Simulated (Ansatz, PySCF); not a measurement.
B(H)(Me)(OSiH3) (CH7BOSi), SMILES CBO[SiH3]. Atoms are numbered in the order given.

```xyz
11

B     -0.4755    -1.0804     0.0000
H     -1.6846    -0.9265     0.0000
C      0.1531    -2.5158     0.0000
H     -0.2057    -3.0829     0.8783
H     -0.2057    -3.0829    -0.8783
H      1.2537    -2.5159     0.0000
O      0.3142     0.0242     0.0000
Si     0.0009     1.6756     0.0000
H     -1.4685     1.9259     0.0000
H      0.6219     2.2634     1.2165
H      0.6219     2.2634    -1.2165
```

The structure is a stationary point at B3LYP-D3(BJ)/def2-SVP. This is a generated structure with no PubChem entry under its InChIKey; it may be hypothetical. One conformer was computed; it need not be the lowest.

Vertical ionisation energy (IE) and electron affinity (EA) in eV. Rows of orbital energies are one-electron estimates. Where ΔSCF, EOM or ADC give a negative EA the extra electron is unbound and the value depends on the basis.

| level | IE | EA |
|---|---|---|
| −ε(HOMO), −ε(LUMO), B3LYP/def2-TZVP (PySCF) | 8.02 | 0.26 |
| −ε(HOMO), −ε(LUMO), PBE/def2-TZVP (PySCF) | (withheld) | (withheld) |
| ΔSCF, PBE0/def2-SVPD (Ansatz), final states of multiplicity 2 and 2 | 10.39 | -1.28 |
| ΔSCF, PBE/def2-SVPD (Ansatz), final states of multiplicity 2 and 2 | 9.98 | -1.10 |

### Question
Some entries are withheld; supply them. (An estimate is asked for; the answer gives what the named calculation found.)

### Answer

- −ε(HOMO), −ε(LUMO), PBE/def2-TZVP (PySCF), IE: 6.77
- −ε(HOMO), −ε(LUMO), PBE/def2-TZVP (PySCF), EA: 1.05

### Question
What vertical singlet–triplet gap does ΔSCF give with PBE0/def2-SVPD (Ansatz, a program for electronic structure) and with PBE/def2-SVPD (Ansatz)? (The exact figures need the calculation; the answer reports its results.)

### Answer
5.72 and 5.38 eV (triplet above singlet where positive).
